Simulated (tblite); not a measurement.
Compound: C4H7F3NPSi.
InChI=1S/C4H7F3NPSi/c1-3-9(2,8-10)4(5,6)7/h1H,2,10H3/t9-/m1/s1

Computed values, GFN2-xTB/tblite, gas phase, harmonic and unscaled. The method is semi-empirical: single wavenumbers can be off by several per cent or more. Modes of hydrogen on silicon can be 10 to 20 % off.

Harmonic wavenumbers (cm⁻¹): 32.9, 39.2, 61.0, 70.7, 75.2, 117.0, 128.9, 150.9, 170.1, 225.8, 252.2, 260.6, 302.3, 357.4, 442.9, 469.7, 471.8, 572.4, 577.5, 621.5, 663.5, 671.2, 679.7, 714.8, 753.4, 774.1, 794.9, 812.4, 825.3, 855.6, 1043.9, 1076.4, 1122.1, 1289.5, 1306.0, 1403.0, 1416.8, 2184.5, 2189.0, 2219.9, 2316.3, 2987.5, 3000.4, 3006.7, 3357.3.

A = 1264, B = 730.4, C = 621.3 MHz; mass 185.004 u (most abundant isotopes); point group C1, symmetry number 1.

**Question.** What is the zero-point energy?

**Answer.** ½Σν̃ = 21432 cm⁻¹ = 61.28 kcal/mol.

**Question.** What is S at 273.15 K and 1 bar for an ideal gas of classical rigid rotors and harmonic oscillators?

**Answer.** Translation 41.14, rotation 30.44, vibration 45.52: S = 117.1 cal/(mol K).

**Question.** And Cp and H(273.15 K) − H(0)?

**Answer.** Cp = 47.43 cal/(mol K), of which vibrations give 39.48 (their classical limit is 45 R = 89.4); H(273.15 K) − H(0) = 8.26 kcal/mol without the zero-point energy, 6.09 from vibrations.

**Question.** What must be added to the electronic energy to get the Gibbs energy at 273.15 K and 1 bar?

**Answer.** ZPE + [H(273.15 K) − H(0)] − T·S = 61.28 + 8.26 − 31.99 = 37.55 kcal/mol.

**Question.** Blend soft modes into free rotors: weight 1/[1 + (100 cm⁻¹/ν̃)⁴] for the oscillator and the rest for a rotor with moment μB/(μ + B), μ = h/(8π²ν), B = 10⁻⁴⁴ kg m². What vibrational entropy results?

**Answer.** 40.20 cal/(mol K) in place of 45.52, which changes −T·S at 273.15 K by +1.45 kcal/mol.

Hindered rotation and anharmonicity are outside this model. The structure is chiral; the term R ln 2 for an equal mix with its mirror image is left out.

Shape of the structure used: `[CH:1]#[C:2][P@@:3]([CH3:4])(=[N:5][SiH3:6])[C:7]([F:8])([F:9])[F:10]`: C2–P3–C7–F8 51°.
